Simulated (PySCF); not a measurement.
# Spinor energies of Au²⁺ (gold, charge +2)

Start: [Xe] 4f14 5d9; 5d3/2 filled at m_j = -3/2, -1/2, +1/2, +3/2; 5d5/2 filled at m_j = -3/2, -1/2, +1/2, +3/2, +5/2. Calculated with PySCF 2.14 in x2c-QZVPPall-2c (16s16p12d7f2g, 191 functions): generalised Hartree-Fock with the X2C-1e Hamiltonian and a Gaussian nucleus; one run each with spin-orbit coupling (SO) switched off, then screened by Boettger's factors.

| spinor shell | electrons | ε, spin-free (eV) | ε, screened SO (eV) | weight of nominal j (screened SO) | rms radius, screened SO (bohr) |
| --- | --- | --- | --- | --- | --- |
| 1s1/2 | 2 | -81199.4 | -81168.5 | 1.000 | 0.0190 |
| 2s1/2 | 2 | -14497.3 | -14487.6 | 1.000 | 0.0768 |
| 2p1/2 | 2 | -12548.1 | -13870.8 | 1.000 | 0.0651 |
| 2p3/2 | 4 | -12548.1 | -12029.1 | 1.000 | 0.0731 |
| 3s1/2 | 2 | -3507.1 | -3504.0 | 1.000 | 0.196 |
| 3p1/2 | 2 | -2932.6 | -3227.4 | 1.000 | 0.188 |
| 3p3/2 | 4 | -2932.6 | -2814.7 | 1.000 | 0.204 |
| 3d3/2 | 4 | -2309.2 | -2360.9 | 1.000 | 0.179 |
| 3d5/2 | 6 | -2309.2 | -2272.4 | 1.000 | 0.183 |
| 4s1/2 | 2 | -815.01 | -814.04 | 1.000 | 0.433 |
| 4p1/2 | 2 | -623.40 | -694.98 | 1.000 | 0.437 |
| 4p3/2 | 4 | -623.40 | -594.57 | 1.000 | 0.471 |
| 4d3/2 | 4 | -388.27 | -399.51 | 1.000 | 0.485 |
| 4d5/2 | 6 | -388.27 | -380.09 | 1.000 | 0.497 |
| 5s1/2 | 2 | -149.24 | -149.04 | 1.000 | 0.998 |
| 4f5/2 | 6 | -125.38 | -127.30 | 0.999 | 0.541 |
| 5p1/2 | 2 | -95.978 | -108.89 | 0.999 | 1.08 |
| 5p3/2 | 4 | -95.978 | -90.734 | 0.999 | 1.18 |
| 5d3/2 | 4 | -33.569 | -34.789 | 0.970 | 1.56 |
| 5d5/2 | 5 | -33.569 | -32.643 | 0.975 | 1.63 |

(1) Where does 4f7/2 lie, and what is the 4f spin-orbit splitting (screened SO)?

```
   quantity     spin-free   screened SO
E (hartree)  -18996.63908  -19026.23621
        M_J           5/2           5/2
       ⟨J²⟩         8.806         8.830
       ⟨L²⟩         6.044         6.225
       ⟨S²⟩         0.762         0.939
```

Each row is a mean over spinors that exchange with the open shell spreads, by up to 4.686 eV (5p3/2).

⟨J²⟩ departs a little from M_J(M_J + 1) because the unrestricted spinors polarise the closed shells.

Breit and QED terms are absent; they matter most for the inner s and p1/2 levels.

Densities and radii are taken from the X2C orbitals without a picture-change correction, which distorts them close to the nucleus.

Without spin-orbit coupling the j labels of p, d and f shells carry no meaning; the spin-free column gives the mean over the occupied spinors of each nl shell.

## Answers

(1) At -123.19 eV, 4.112 eV above 4f5/2.
